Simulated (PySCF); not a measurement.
## SiPb and its ions

PBE0; PySCF, scalar-relativistic core potentials, basis sets Si def2-SVP, Pb def2-SVP with ECP60. Neutral (UKS): triplet (π ↑↑), Re = 2.592 Å, ωe = 324 cm⁻¹, De = 2.54 eV, HOMO -5.18 eV, LUMO -3.20 eV.

SiPb⁺ (UKS): quartet (σ ↑, π ↑↑), Re = 2.624 Å, ωe = 286 cm⁻¹. The energies at the minima are -482.07837 hartree for SiPb and -481.81698 for SiPb⁺.

Q: Work out the adiabatic ionisation energy, without and with harmonic zero-point energies (1 hartree = 27.2114 eV, 1 eV = 8065.5 cm⁻¹), and the change of the bond length.

A: At PBE0: 0.26139 hartree = 7.113 eV between the minima; the zero-point term (286.0 − 324.0)/2 cm⁻¹ = -0.002 eV makes it 7.110 eV. Re changes by +3.2 pm against the neutral. The electron leaves a σ orbital, and the longer bond of the ion fits a bonding orbital, or a change in how ionic the bond is.

Spin–orbit coupling is left out, which matters for elements this heavy, above all for dissociation energies. States were picked by a PBE0 search and need not be the measured ground states.
